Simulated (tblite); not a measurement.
Compound: C4H8BCl3Si2.
Atom-mapped SMILES: `[Cl:1][B:2]([Cl:3])[Si@@H:4]([Cl:5])[SiH:6]1[CH2:7][CH:8]=[CH:9][CH2:10]1` (hydrogens: H11 on Si4; H12 on Si6; H13, H14 on C7; H15 on C8; H16 on C9; H17, H18 on C10)

Computed with GFN2-xTB (tblite), gas phase: L-BFGS steps from a force-field or distance-geometry start until the largest atomic force falls under 0.01 eV/Å.

Step 6: E = -844.5783 eV
```
atom  x, y, z in Å  |  force x, y, z in eV/Å
Cl1     1.7266    0.8231   -2.2242   -0.004   0.034  -0.136
B2      2.4341   -0.1588   -1.0056    0.115   0.065  -0.169
Cl3     3.3073   -1.5475   -1.4906    0.075  -0.206  -0.199
Si4     2.0946    0.1711    0.8903   -0.019   0.027   0.397
Cl5     2.7267    2.0204    1.4472    0.104  -0.017   0.051
Si6    -0.1647    0.0572    1.3430   -0.178  -0.009   0.234
C7     -0.9324   -1.3997    0.3828   -0.094  -0.225  -0.004
C8     -1.7591   -0.7557   -0.6918   -0.008   0.138   0.008
C9     -1.8367    0.5651   -0.7277    0.020  -0.124   0.052
C10    -1.0959    1.3581    0.3086   -0.087   0.229  -0.053
H11     2.7359   -0.8390    1.7445    0.206   0.105   0.046
H12    -0.5775    0.0738    2.7657    0.020   0.000  -0.153
H13    -0.1841   -2.0669   -0.0547   -0.067   0.013  -0.032
H14    -1.5621   -2.0310    1.0131   -0.039   0.000  -0.078
H15    -2.2801   -1.3818   -1.4043    0.066  -0.012   0.064
H16    -2.4222    1.0903   -1.4705    0.050   0.005   0.054
H17    -0.4247    2.0797   -0.1677   -0.094  -0.043  -0.015
H18    -1.7945    1.9480    0.9037   -0.066   0.021  -0.068
```

Step 7: E = -844.5967 eV
```
atom  x, y, z in Å  |  force x, y, z in eV/Å
Cl1     1.7326    0.8133   -2.2348    0.016   0.052  -0.014
B2      2.4479   -0.1494   -0.9993    0.076  -0.065  -0.328
Cl3     3.3026   -1.5509   -1.5117    0.038  -0.099  -0.073
Si4     2.0984    0.1679    0.9010   -0.043   0.076   0.283
Cl5     2.7359    2.0181    1.4515    0.093  -0.006   0.062
Si6    -0.1674    0.0568    1.3557   -0.232  -0.003  -0.034
C7     -0.9354   -1.4041    0.3854   -0.061  -0.032  -0.033
C8     -1.7598   -0.7556   -0.6897    0.017   0.154   0.042
C9     -1.8382    0.5652   -0.7250    0.034  -0.127   0.051
C10    -1.1000    1.3632    0.3107   -0.083   0.027  -0.008
H11     2.7555   -0.8303    1.7510    0.205   0.056   0.078
H12    -0.5832    0.0738    2.7726    0.001   0.000  -0.087
H13    -0.1957   -2.0733   -0.0575    0.042   0.012  -0.051
H14    -1.5665   -2.0408    1.0013   -0.121  -0.035   0.050
H15    -2.2759   -1.3856   -1.4015    0.044   0.002   0.038
H16    -2.4194    1.0932   -1.4693    0.042  -0.017   0.051
H17    -0.4386    2.0847   -0.1701    0.047  -0.005  -0.058
H18    -1.8014    1.9601    0.8916   -0.115   0.010   0.030
```

Step 8: E = -844.6060 eV
```
atom  x, y, z in Å  |  force x, y, z in eV/Å
Cl1     1.7357    0.8098   -2.2414    0.034   0.050   0.043
B2      2.4563   -0.1455   -1.0011    0.030  -0.121  -0.267
Cl3     3.3014   -1.5555   -1.5245    0.008  -0.019  -0.010
Si4     2.0990    0.1674    0.9119   -0.044   0.058   0.088
Cl5     2.7427    2.0172    1.4551    0.086   0.007   0.071
Si6    -0.1733    0.0565    1.3616   -0.174   0.002  -0.177
C7     -0.9382   -1.4072    0.3863   -0.036   0.046  -0.020
C8     -1.7599   -0.7547   -0.6880    0.021   0.073   0.046
C9     -1.8385    0.5647   -0.7228    0.021  -0.054   0.034
C10    -1.1037    1.3667    0.3117   -0.061  -0.054   0.023
H11     2.7698   -0.8246    1.7558    0.193   0.037   0.090
H12    -0.5861    0.0738    2.7743   -0.029   0.000  -0.012
H13    -0.2011   -2.0762   -0.0600    0.074   0.019  -0.044
H14    -1.5711   -2.0464    0.9959   -0.138  -0.042   0.086
H15    -2.2727   -1.3873   -1.3991    0.024   0.011   0.013
H16    -2.4171    1.0942   -1.4675    0.025  -0.022   0.032
H17    -0.4450    2.0871   -0.1724    0.091   0.000  -0.059
H18    -1.8072    1.9664    0.8858   -0.124   0.005   0.062
```

Problem. Estimate the geometry and energy of step 9. (The exact step hangs on the optimiser's Hessian estimate; all steps are aligned on step 8, rigid shifts and turns removed.)

Solution. E = -844.6128 eV, largest force 0.208 eV/Å
```
atom  x, y, z in Å  |  force x, y, z in eV/Å
Cl1     1.7381    0.8092   -2.2460    0.049   0.043   0.065
B2      2.4626   -0.1448   -1.0068   -0.016  -0.135  -0.121
Cl3     3.3017   -1.5604   -1.5342   -0.012   0.034   0.019
Si4     2.0979    0.1679    0.9217   -0.017   0.008  -0.090
Cl5     2.7495    2.0169    1.4592    0.074   0.006   0.070
Si6    -0.1809    0.0562    1.3629   -0.063   0.009  -0.198
C7     -0.9411   -1.4098    0.3869   -0.022   0.044   0.007
C8     -1.7597   -0.7536   -0.6861    0.009  -0.020   0.030
C9     -1.8384    0.5642   -0.7206   -0.002   0.022   0.012
C10    -1.1075    1.3693    0.3126   -0.036  -0.050   0.032
H11     2.7840   -0.8197    1.7611    0.157   0.053   0.072
H12    -0.5885    0.0739    2.7743   -0.053  -0.001   0.030
H13    -0.2034   -2.0774   -0.0626    0.060   0.035  -0.017
H14    -1.5769   -2.0507    0.9937   -0.108  -0.023   0.070
H15    -2.2698   -1.3880   -1.3969    0.005   0.016  -0.013
H16    -2.4147    1.0944   -1.4654    0.002  -0.018   0.003
H17    -0.4479    2.0881   -0.1751    0.076  -0.019  -0.027
H18    -1.8138    1.9706    0.8829   -0.101  -0.005   0.056
```

The energy changes by -0.0068 eV. The first-order estimate −F·Δx gives -0.0099 eV and the mean of the old and new forces, exact on a quadratic surface, -0.0069 eV. The step makes an angle of 55° with the force vector and moves no atom by more than 0.016 Å.

The cost below is that of the whole relaxation. Time: 2.7 s of wall time. Hardware: one thread, Arm Neoverse N1 (aarch64), on a shared host.
